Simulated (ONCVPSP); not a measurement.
## Ni (Z = 28), ONCV: configuration errors across variants

```
Element                 : Ni
Generator               : ONCVPSP 4.0.1
Type                    : optimised norm-conserving Vanderbilt (ONCV)
Functional              : LDA (Perdew-Wang 92)
Relativity              : scalar-relativistic
Frozen core             : [Ne]
Valence charge          : 18
Reference configuration : 3s2 3p6 3d8 4s2
Partial waves           : 3s+4s: rc 1.40 bohr, ncon 4, nbas 8, qcut 9.5 1/bohr, 2 projectors; 3p: rc 1.25 bohr, ncon 4, nbas 8, qcut 13.2 1/bohr, 2 projectors, debl 2.7 Ha; 3d: rc 0.80 bohr, ncon 4, nbas 7, qcut 11.9 1/bohr, 3 projectors, debl 2.8 Ha
Local potential         : polynomial inside 0.50 bohr (lpopt 3, dvloc0 0 Ha)
Core correction         : Teter function, fcfact 3.25, rcfact 1.75
```

All-electron excitation energies from the reference (eV): (1) 3s2 3p6 3d8 4s1 9.594; (2) 3s2 3p6 3d8 4s0 27.247; (3) 3s2 3p6 3d7 4s0 65.051; (4) 3s2 3p6 3d8 4s0 4p2 9.676.

A true bound ghost makes a file unfit for plane-wave use even where its test errors are small: the radial tests pick states by their node count and pass the ghost by.

Errors AE − PS in meV (a dash: test not solved or not reliable):

| change | (1) | (2) | (3) | (4) | bound ghosts | GHOST(+) flags above zero |
| --- | --- | --- | --- | --- | --- | --- |
| base | -0.5 | -0.4 | -5.9 | -0.9 | d | s, d |
| p: qcut 16.3 | -0.5 | -0.4 | -6.7 | -1.0 | d | s, d |
| core correction none | -0.3 | +0.6 | -5.4 | -0.2 | d | s, d |
| d: nproj 0; local potential the d channel | -0.5 | -0.2 | -16 | -8.3 | none | s, p |

Q: Give the same row for: s: qcut 10.3; p: qcut 14.3; d: qcut 12.9.

A: -0.5, 0.0, -8.7, -0.6; bound ghosts: none; GHOST(+) flags above zero: s, d.
